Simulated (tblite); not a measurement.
Species: C5H7NOSi.
Atom-mapped SMILES: `[CH2:1]=[CH:2][O:3][SiH2:4]/[CH:5]=[CH:6]/[C:7]#[N:8]` (hydrogens: H9, H10 on C1; H11 on C2; H12, H13 on Si4; H14 on C5; H15 on C6)

Computed with GFN2-xTB (tblite), gas phase: L-BFGS steps from a force-field or distance-geometry start until the largest atomic force falls under 0.01 eV/Å.

Step 17: E = -624.0372 eV
```
atom  x, y, z in Å  |  force x, y, z in eV/Å
C1     -2.9796    0.4722   -1.2736   -0.030   0.066  -0.057
C2     -2.2977   -0.1449   -0.3279   -0.025  -0.047   0.051
O3     -0.9592   -0.0399   -0.1584   -0.058   0.046  -0.079
Si4    -0.0655   -0.7782    0.9855   -0.105   0.008  -0.009
C5      1.7189   -0.2685    0.7363    0.013   0.063  -0.096
C6      2.2428    0.5450   -0.1847   -0.006  -0.022   0.033
C7      3.6254    0.8111   -0.2156    0.102  -0.046   0.083
N8      4.7579    0.9971   -0.1999   -0.037   0.035  -0.054
H9     -4.0444    0.3338   -1.3346    0.064   0.038  -0.043
H10    -2.5173    1.1221   -1.9931    0.049   0.007  -0.014
H11    -2.8118   -0.7868    0.3766    0.066  -0.049   0.072
H12    -0.2035   -2.2289    0.8489    0.049  -0.072   0.007
H13    -0.5298   -0.3559    2.3080    0.031   0.013   0.079
H14     2.3972   -0.7137    1.4534    0.032   0.014  -0.007
H15     1.6622    1.0434   -0.9481   -0.144  -0.054   0.034
```

Step 18: E = -624.0405 eV
```
atom  x, y, z in Å  |  force x, y, z in eV/Å
C1     -2.9696    0.4775   -1.2771   -0.046   0.048  -0.049
C2     -2.2998   -0.1471   -0.3266   -0.005  -0.037   0.054
O3     -0.9607   -0.0469   -0.1505   -0.085   0.032  -0.068
Si4    -0.0647   -0.7836    0.9923   -0.130   0.014  -0.012
C5      1.7143   -0.2652    0.7307    0.035   0.076  -0.099
C6      2.2347    0.5493   -0.1915   -0.037  -0.049   0.048
C7      3.6173    0.8135   -0.2218    0.095  -0.038   0.086
N8      4.7503    0.9950   -0.1984   -0.024   0.040  -0.063
H9     -4.0363    0.3438   -1.3461    0.123   0.058  -0.052
H10    -2.4946    1.1262   -1.9932    0.002  -0.048   0.047
H11    -2.8189   -0.7886    0.3777    0.082  -0.002   0.011
H12    -0.1997   -2.2348    0.8662    0.050  -0.085  -0.015
H13    -0.5242   -0.3703    2.3191    0.029   0.036   0.077
H14     2.3990   -0.7046    1.4430    0.053  -0.024   0.042
H15     1.6484    1.0436   -0.9511   -0.142  -0.020  -0.009
```

Problem. Estimate the geometry and energy of step 19. (The exact step hangs on the optimiser's Hessian estimate; all steps are aligned on step 18, rigid shifts and turns removed.)

Solution. E = -624.0437 eV, largest force 0.156 eV/Å
```
atom  x, y, z in Å  |  force x, y, z in eV/Å
C1     -2.9608    0.4827   -1.2804   -0.035   0.012  -0.015
C2     -2.3027   -0.1493   -0.3252    0.011  -0.008   0.032
O3     -0.9635   -0.0521   -0.1455   -0.073   0.005  -0.028
Si4    -0.0662   -0.7875    0.9974   -0.105   0.010  -0.007
C5      1.7103   -0.2620    0.7251    0.026   0.043  -0.049
C6      2.2274    0.5531   -0.1977   -0.054  -0.054   0.040
C7      3.6110    0.8147   -0.2259    0.040  -0.018   0.060
N8      4.7439    0.9942   -0.1983   -0.001   0.039  -0.062
H9     -4.0276    0.3542   -1.3580    0.126   0.070  -0.060
H10    -2.4733    1.1293   -1.9925   -0.030  -0.084   0.090
H11    -2.8234   -0.7908    0.3800    0.076   0.038  -0.045
H12    -0.1948   -2.2413    0.8820    0.047  -0.064  -0.036
H13    -0.5181   -0.3831    2.3307    0.026   0.052   0.050
H14     2.4009   -0.6968    1.4341    0.046  -0.045   0.061
H15     1.6324    1.0426   -0.9530   -0.101   0.005  -0.032
```

The energy changes by -0.0031 eV. The first-order estimate −F·Δx gives -0.0045 eV and the mean of the old and new forces, exact on a quadratic surface, -0.0031 eV. The step makes an angle of 77° with the force vector and moves no atom by more than 0.022 Å.

What follows is the cost of the whole relaxation. On Arm Neoverse V1, one thread, shared host with 32 logical CPUs at a one-minute load of 32, this took 0.42 s of wall time.
